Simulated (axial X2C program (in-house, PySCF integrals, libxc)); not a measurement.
**Low determinants of CoC at the PBE0 level, 2c**

All values were computed with an in-house relativistic program for diatomic molecules. Two-component (2c) means X2C with spin–orbit coupling and atomic mean-field two-electron Coulomb and Gaunt terms. Basis: Co dyall-cv3z [9s10p6d3f2g], C dyall-v3z [7s6p2d1f] (cores contracted in-house); Gaussian nuclei, density fitting, unrestricted open shells. Masses: Co 58.933 u, C 12.000 u.

Search at 1.700 Å (vertical energies from the lowest determinant):

| ΔE (eV) | state | electrons beyond evenly filled partner blocks | electrons in ±ω = 1/2, 3/2, 5/2, 7/2 |
| --- | --- | --- | --- |
| 0.00 | Ω = 5/2 | ω = 5/2 | 24 8 1 0 |
| 0.12 | Ω = 3/2 | ω = 3/2 | 24 7 2 0 |
| 0.56 | Ω = 7/2 | 2 × ω = 1/2, ω = 5/2 | 24 8 1 0 |
| 0.62 | Ω = 9/2 | ω = 1/2, ω = 3/2, ω = 5/2 | 23 9 1 0 |
| 0.73 | Ω = 3/2 | ω = 1/2, ω = -3/2, ω = 5/2 | 23 9 1 0 |
| 0.76 | Ω = 7/2 | ω = 1/2, 2 × ω = 3/2 | 23 8 2 0 |
| 0.79 | Ω = 1/2 | ω = -1/2, ω = -3/2, ω = 5/2 | 23 9 1 0 |

Lowest determinant, Ω = 5/2 (⟨Sz⟩ = 0.50, ⟨Lz⟩ = 2.00 at PBE0): Re = 1.675 Å, ωe = 686.1 cm⁻¹.

The determinant in row 2 of the search, Ω = 3/2 (⟨Sz⟩ = -0.50, ⟨Lz⟩ = 2.00 at PBE0), was followed along the bond at PBE0; measured from the minimum of the lowest determinant it gives:

Te = 0.123 eV (995 cm⁻¹), Re = 1.675 Å, ωe = 686.4 cm⁻¹.

(1) Compare the bond of the determinant in row 2 with that of the lowest one.

The search compares states at one distance, so a state with another bond length can lie lower; it is not exhaustive and yields mostly the lowest determinant of each block pattern, so other components and higher states of one pattern are missing. These are energies of single determinants, not of spin-adapted states; PBE0 term energies can be off by some tenths of an eV, and the functional has no current term.

Answers

(1) At PBE0 its Re is the same within 0.001 Å and its force constant, which goes as ωe², is 1.00 times that of the lowest determinant. T0 ≈ Te + Δωe/2 = 995 + (0) = 995 cm⁻¹.
